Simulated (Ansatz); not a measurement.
Basis-set series for AlBrF2, SMILES `[F][Al]([F])[Br]`. Charge 0, multiplicity 1. Geometry: relaxed with PBE0-D4/def2-TZVP.

```tsv
functional	basis	functions	energy (Eh)	HOMO (eV)	LUMO (eV)
PBE0-D4	def2-TZVPP	152	-3015.99395	-9.25	-1.47
PBE0-D4	def2-QZVPP	273	-3016.06667	-9.26	-1.57
ωB97M-V	def2-TZVPP	152	-3016.39528	-11.48	0.21
ωB97M-V	def2-QZVPP	273	-3016.46470	-11.50	-0.05
```

Question: Give the rows for def2-SVP. (An estimate is asked.)

Answer: Computed: 
```csv
functional,basis,functions,energy (Eh),HOMO (eV),LUMO (eV)
PBE0-D4,def2-SVP,78,-3015.33775,-9.13,-1.28
ωB97M-V,def2-SVP,78,-3015.73723,-11.32,0.43
```

Positive LUMOs are unbound and depend on the basis. Scalar relativity is left out up to krypton.
